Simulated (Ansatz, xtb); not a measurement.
**Ranking isomers of ClH3N2Si**

4 gas-phase structures of ClH3N2Si, found in a search over its isomers (lower ones may exist). Each was relaxed with GFN2-xTB:

A. `N/N=[SiH]\Cl`, a singlet
B. `N/N=[SiH]/Cl`, a singlet
C. `Cl[SiH]1NN1`, a singlet
D. `[H]/N=[Si](/N)Cl`, a singlet

Problem. Which do you expect lowest at r2SCAN-D4/def2-SVP, and how would the others follow?

Solution. Calculated order at r2SCAN-D4/def2-SVP: D (0.0), C (43.2), A (52.6), B (58.1) kcal/mol.

Energies above the lowest of each column, in kcal/mol; the last columns are at B3LYP/6-31G* geometries and were run for some of them only (a dash: not run or not comparable):

| structure | GFN2-xTB | HF/STO-3G | r2SCAN-D4/def2-SVP | B3LYP/6-31G* | CCSD(T)/def2-TZVP |
| --- | --- | --- | --- | --- | --- |
| D | 0.0 | 0.0 | 0.0 | 0.0 | 0.0 |
| C | 33.3 | 2.6 | 43.2 | 37.5 | 41.0 |
| A | 32.1 | 33.0 | 52.6 | 47.1 | 61.4 |
| B | 30.2 | 36.9 | 58.1 | – | – |

Every level run on D puts it lowest or level with the lowest. Flexible structures stand in one conformer each, not always the lowest. Frequencies (B3LYP/6-31G*) were run for A, C, D alone. Large T1 diagnostics make some coupled-cluster values less sure.

Over these structures GFN2-xTB departs from r2SCAN-D4/def2-SVP by 9.6 kcal/mol on average once a common shift is removed. A GFN2-xTB relaxation took about 0.14 s and the r2SCAN-D4/def2-SVP energy about 3.9 s on a shared host (Ansatz 0.2.0, xtb 6.7.1 (Pople sets with spherical d functions)).
